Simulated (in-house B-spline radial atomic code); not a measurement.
C²⁺. Computed with a B-spline radial atomic code. Model: non-relativistic spherical atom: semilocal Troullier-Martins pseudo-atom, one channel per l, against all electrons, high spin, G0W0 and RPA with empty states to l = 8, local potential for every l without a channel, a model core (radius 0 = none) keeps its share of the functional.

What the tables leave out is listed at the end.

The pseudopotential gives back the lowest level of each angular momentum of its own functional in the configuration it was made in; a second state of the same l is only approximately right. Exact exchange, RPA and GW see the smooth pseudo-orbitals and miss the exchange with the core, for which the functional's share stands in. The column with an uncorrelated core keeps all orbitals and exact exchange, and so separates missing core correlation from pseudisation. Only the three outermost levels and the lowest empty one were computed. RPA here is direct RPA, with no exchange kernel, and its energies carry an (l + 1/2)⁻⁴ tail. A hybrid on a potential with a model core restores only its own semilocal share of the core's exchange.

Command:
```bash
python run_psgw.py task.json out
```
Settings (lengths in bohr, energies in hartree):
```
Z                      6
electrons              4
configuration          [He] 2s2
generated_in           [He] 2s2 2p2
functional             pbe,pbe
core_shells            1
radius_factor          1.3
core_correction        True
ion_configuration      [He] 2s1
```

Time taken, with all properties: 17 s on 1 thread of Arm Neoverse N1, with other jobs on the host.

Given: made with PBE; model core radius 0.533 bohr; local radius 1.69 bohr; mean-field start PBE.

Valence shells of the generating configuration: 2s, 2p.

Channel: s 1.577, p 2.333 (radii in bohr).

Computed: largest level miss in the spin-unpolarised generating configuration 0 eV; valence RPA correlation energy all-electron orbitals -0.13248 hartree; valence RPA correlation energy pseudo -0.1401 hartree; pseudo-atom RPA polarisability 3.2389 bohr³; ionisation by mean-field all-electron 47.106 eV; ionisation by mean-field pseudo minus all -0.379 eV; ionisation by RPA all-electron 48.215 eV.

```json
{"level": "2s", "occupied": "1", "mean-field all-electron (eV)": "-40.361", "mean-field pseudo minus all (eV)": "0.424", "G0W0 all-electron (eV)": "-47.831", "G0W0 uncorrelated core minus all (eV)": "0.083", "G0W0 pseudo minus all (eV)": "0.253", "exchange self-energy all-electron (eV)": "-20.118", "exchange self-energy pseudo (eV)": "-18.006"}
{"level": "2p (empty)", "occupied": "0", "mean-field all-electron (eV)": "-31.767", "mean-field pseudo minus all (eV)": "0.97", "G0W0 all-electron (eV)": "-24.866", "G0W0 uncorrelated core minus all (eV)": "0.111", "G0W0 pseudo minus all (eV)": "0.457", "exchange self-energy all-electron (eV)": "-4.7998", "exchange self-energy pseudo (eV)": "-3.9973"}
```

Problem. What is the ionisation by RPA pseudo minus all?

Solution. 0.136 eV.

Problem. What is the all-electron RPA polarisability, core included?

Solution. 3.191 bohr³.

Given: mean-field start PBE0.

Computed: valence RPA correlation energy all-electron orbitals -0.11037 hartree; valence RPA correlation energy pseudo -0.11807 hartree; all-electron RPA polarisability, core included 2.818 bohr³; pseudo-atom RPA polarisability 2.9036 bohr³; ionisation by RPA all-electron 47.888 eV; ionisation by RPA pseudo minus all -0.157 eV.

```json
{"level": "2s", "occupied": "1", "mean-field all-electron (eV)": "-42.038", "mean-field pseudo minus all (eV)": "0.52", "G0W0 all-electron (eV)": "-47.787", "G0W0 uncorrelated core minus all (eV)": "0.083", "G0W0 pseudo minus all (eV)": "0.387", "exchange self-energy all-electron (eV)": "-20.042", "exchange self-energy pseudo (eV)": "-17.933"}
{"level": "2p (empty)", "occupied": "0", "mean-field all-electron (eV)": "-29.823", "mean-field pseudo minus all (eV)": "0.76", "G0W0 all-electron (eV)": "-24.87", "G0W0 uncorrelated core minus all (eV)": "0.102", "G0W0 pseudo minus all (eV)": "0.472", "exchange self-energy all-electron (eV)": "-4.6919", "exchange self-energy pseudo (eV)": "-3.946"}
```

Problem. What is the ionisation by mean-field pseudo minus all?

Solution. -0.511 eV.

Problem. What is the ionisation by mean-field all-electron?

Solution. 47.041 eV.

Among the listed levels the largest G0W0 shift of the pseudo-atom is +0.47 eV, for 2p (empty) on the PBE0 start, while leaving the core uncorrelated moves that level by +0.10 eV. So pseudisation and the lost core exchange, not the missing core correlation, make the error. Not in the tables (levels of low weight, unsolved or above zero; the highest and the empty levels are kept at any weight): no Hartree-Fock pseudo-atom is run with a model core.
